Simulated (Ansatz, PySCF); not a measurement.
System: sum formula HSiO2 (charge 0, doublet). It need not be the lowest isomer of its formula. SMILES: [O][Si]O
Geometry from a B3LYP-D3(BJ)/def2-TZVP (Ansatz, a first-principles code) optimisation:
```xyz
4

Si    -0.3586    -0.1016    -0.1448
O     -0.5497    -0.1792     1.3687
O      1.0441     0.3150    -0.8842
H      1.0643     0.3351    -1.8479
```
Charge 0, spin multiplicity 2.

Quantity: atomisation energy (electronic, to ground-state atoms), in kcal/mol. Valence correlation only, unless marked. Open shells are spin-unrestricted. No spin-orbit coupling. No relativistic terms. The coupled-cluster limit lacks core correlation, which all-electron functionals hold. CBS(X,Y): correlation extrapolated as X^-3; Hartree-Fock from the larger set. [CCSD(T)-MP2]/basis is that difference in the basis named.

```csv
level,program,atomisation energy (kcal/mol)
HF/aug-cc-pV(D+d)Z,Ansatz,209.2
HF-D3(BJ)/def2-TZVPD,PySCF + dftd3,233.1
revPBE/def2-TZVPD,Ansatz,356.6
r2SCAN0-D4/def2-TZVPD,Ansatz + dftd4,346.6
HSE06-D4/def2-TZVPD,Ansatz + dftd4,354.3
B2PLYP-D3(BJ)/def2-TZVPD,Ansatz + dftd3,358.9
PBE-QIDH/def2-TZVPD,Ansatz,350.6
```

Q: Predict the RI-MP2/CBS(aug-cc-pV(T+d)Z,aug-cc-pV(Q+d)Z)+[CCSD(T)-MP2]/aug-cc-pV(T+d)Z result (Ansatz).

A: 362.2 kcal/mol, so PBE-QIDH/def2-TZVPD differs from it by -11.6 kcal/mol.
